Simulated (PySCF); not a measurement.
disilinane (C4H12Si2), SMILES [SiH2]1[SiH2]CCCC1. Atoms are numbered in the order given.

```xyz
18

C      0.2310    -0.7347    -1.7157
C     -0.2310     0.7347    -1.7157
C      0.3638     1.6283    -0.6058
Si    -0.1780     1.1544     1.1585
Si     0.1780    -1.1544     1.1585
C     -0.3638    -1.6283    -0.6058
H      1.3354    -0.7636    -1.6661
H     -0.0367    -1.1722    -2.6927
H      0.0367     1.1722    -2.6927
H     -1.3354     0.7636    -1.6661
H      1.4677     1.5843    -0.6502
H      0.0928     2.6824    -0.7913
H      0.5760     1.9326     2.1835
H     -1.6329     1.4515     1.3267
H     -0.5760    -1.9326     2.1835
H      1.6329    -1.4515     1.3267
H     -1.4677    -1.5843    -0.6502
H     -0.0928    -2.6824    -0.7913
```

Geometry optimised at TPSSh-D3(BJ)/def2-SVP. One conformer was computed; it need not be the lowest.

Calculation: TPSSh-D3(BJ)/def2-SVP run with PySCF.

Frequencies are harmonic and unscaled.

Computed normal modes with their intensities:
```csv
mode,ν (cm⁻¹),IR (km/mol),moving atoms (share of kinetic energy)
1,102,0.4,"H 41 %, Si 31 %, C 27 %"
2,149,0.0,"C 48 %, H 47 %"
3,222,2.8,"Si 47 %, H 32 %, C 22 %"
4,251,0.3,"C 47 %, H 40 %, Si 14 %"
5,329,1.1,"C 53 %, H 45 %"
6,377,9.9,"H 67 %, C 23 %, Si 10 %"
7,435,0.0,"Si 83 %, H 15 %"
8,456,10.8,"H 76 %, C 16 %, Si 9 %"
9,489,10.7,"H 73 %, Si 21 %"
10,598,1.3,"H 55 %, C 25 %, Si 20 %"
11,618,0.1,"H 45 %, C 38 %, Si 17 %"
12,647,3.8,"H 63 %, C 31 %"
13,679,9.9,"H 73 %, C 14 %, Si 13 %"
14,720,5.1,"H 80 %, C 15 %"
15,731,115.6,"H 75 %, Si 16 %, C 9 %"
16,818,6.1,"C 53 %, H 46 %"
17,832,159.8,"H 67 %, C 28 %"
18,851,38.6,"H 64 %, C 23 %, Si 13 %"
19,903,54.7,"H 56 %, C 42 %"
20,941,50.4,H 93 %
21,951,97.3,H 95 %
22,985,0.6,"C 53 %, H 47 %"
23,989,15.6,"H 69 %, C 29 %"
24,1077,9.6,H 96 %
25,1092,2.7,"C 62 %, H 38 %"
26,1142,1.4,"H 83 %, C 17 %"
27,1221,7.2,"H 61 %, C 38 %"
28,1225,0.3,"H 68 %, C 32 %"
29,1296,0.1,"H 82 %, C 18 %"
30,1313,1.0,"H 80 %, C 20 %"
31,1362,5.0,"H 73 %, C 27 %"
32,1376,6.0,"H 65 %, C 35 %"
33,1438,0.6,H 92 %
34,1440,12.0,"H 92 %, C 8 %"
35,1481,7.2,H 93 %
36,1485,0.8,"H 92 %, C 8 %"
37,2217,4.9,H 97 %
38,2218,163.5,H 97 %
39,2235,163.2,H 96 %
40,2236,143.4,H 97 %
41,3012,30.0,H 95 %
42,3012,25.4,H 94 %
43,3019,24.0,H 94 %
44,3019,0.1,H 94 %
45,3060,53.7,"H 91 %, C 9 %"
46,3060,34.3,"H 91 %, C 9 %"
47,3072,0.8,"H 91 %, C 9 %"
48,3073,35.4,"H 91 %, C 9 %"
```
